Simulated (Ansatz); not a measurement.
`C[BH][GaH][CH3]`, charge 0, multiplicity 1.

(1) Give a relaxed structure at PBE0-D4/def2-TZVP (Ansatz 0.2.0). (Estimate.)

## Answers

(1) Computed: 
```xyz
12

C    -1.6085   -0.4431   -1.5402
B    -0.2641   -0.9185   -0.9136
Ga    0.4395   -0.4437    0.9879
C     1.4830    1.1740    1.4490
H    -1.3055    0.3964   -2.1909
H    -2.0609   -1.1737   -2.2172
H    -2.3666   -0.0535   -0.8594
H     0.4484   -1.5763   -1.6300
H     0.1724   -1.4148    2.2138
H     0.9433    1.7493    2.2075
H     1.6821    1.8234    0.5962
H     2.4370    0.8805    1.8969
```
This is one stationary point; other conformers may exist.
